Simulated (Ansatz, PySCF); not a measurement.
Al(Cl)(OH)(SeH) (AlClH2OSe), SMILES [Al]([SeH])([OH])[Cl].

Geometry optimised at r2SCAN-D4/def2-SVP. The structure was generated by enumeration; whether it is a known compound was not checked. The values are those of a single conformer.

Vertical ionisation energy (IE) and electron affinity (EA) in eV. Rows of orbital energies are one-electron estimates. Where ΔSCF, EOM or ADC give a negative EA the extra electron is unbound and the value depends on the basis.

```tsv
level	IE	EA
−ε(HOMO), −ε(LUMO), CAM-B3LYP/def2-TZVP (PySCF)	8.79	-0.06
−ε(HOMO), −ε(LUMO), PBE/def2-TZVP (PySCF)	6.39	1.68
ΔSCF, CAM-B3LYP/def2-SVPD (Ansatz), final states of multiplicity 2 and 2	…	…
ΔSCF, PBE/def2-SVPD (Ansatz), final states of multiplicity 2 and 2	9.64	0.06
```

**Question.** Complete the blanks. (An estimate is asked for; the answer gives what the named calculation found.)

**Answer.** 
- ΔSCF, CAM-B3LYP/def2-SVPD (Ansatz, a first-principles code), final states of multiplicity 2 and 2, IE: 9.89
- ΔSCF, CAM-B3LYP/def2-SVPD (Ansatz), final states of multiplicity 2 and 2, EA: -0.15

**Question.** What vertical singlet–triplet gap does ΔSCF give with CAM-B3LYP/def2-SVPD (Ansatz) and with PBE/def2-SVPD (Ansatz)? (The exact figures need the calculation; the answer reports its results.)

**Answer.** 5.27 and 4.87 eV (triplet above singlet where positive).
